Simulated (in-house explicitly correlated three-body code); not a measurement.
Values are calculated unless marked as measured or tabulated.
# Two electrons around a charge Z: highest levels of functionals against the exact one

The exact non-relativistic ground state comes from a variational code in 260 exponentially correlated functions, the Kohn-Sham parts from inverting its density (past Z = 6 the correlation energy is taken as exact minus Hartree-Fock, equal to within microhartrees), and self-consistent runs (Hartree-Fock is restricted) from a B-spline radial code. Z may be fractional; the second electron is bound down to Z = 0.911.

The exact Kohn-Sham level equals minus the binding energy. «Unbound» marks a run whose level isn't bound or that didn't converge.

```tsv
Z	exact (eV)	Hartree-Fock (eV)	PW91 (eV)	OLYP (eV)	B3LYP VWN-RPA (eV)	PBE0 (eV)
0.96	-0.3812	-0.8846	unbound	unbound	unbound	unbound
0.99	-0.6569	-1.16	unbound	unbound	unbound	unbound
1.135	-2.368	-2.853	unbound	unbound	-0.06435	-0.1626
1.165	-2.796	-3.277	unbound	unbound	-0.3391	-0.4419
1.27	-4.491	-4.956	-0.452	-0.3363	-1.508	-1.624
1.48	?	?	?	?	?	?
1.54	?	?	?	?	?	?
1.78	-17.01	-17.41	-9.684	-9.605	-11.51	-11.69
1.8	-17.64	-18.05	-10.19	-10.11	-12.05	-12.23
2	-24.59	-24.98	-15.87	-15.81	-18	-18.22
```

Task: What belongs in the row Z = 1.48?

Result: exact (eV): -8.788; Hartree-Fock (eV): -9.224; PW91 (eV): -3.379; OLYP (eV): -3.269; B3LYP VWN-RPA (eV): -4.769; PBE0 (eV): -4.908.

Task: What belongs in the row Z = 1.54?

Result: exact (eV): -10.24; Hartree-Fock (eV): -10.66; PW91 (eV): -4.442; OLYP (eV): -4.338; B3LYP VWN-RPA (eV): -5.922; PBE0 (eV): -6.068.

Task: Why do the levels of the functionals lie above the exact one?

Result: Semilocal exchange-correlation potentials fall off faster than the exact −1/r, since they don't cancel the electron's repulsion by itself; hybrids restore a share of the tail, and range-separated ones all of it at long range. Hartree-Fock has the tail but lacks relaxation and correlation.
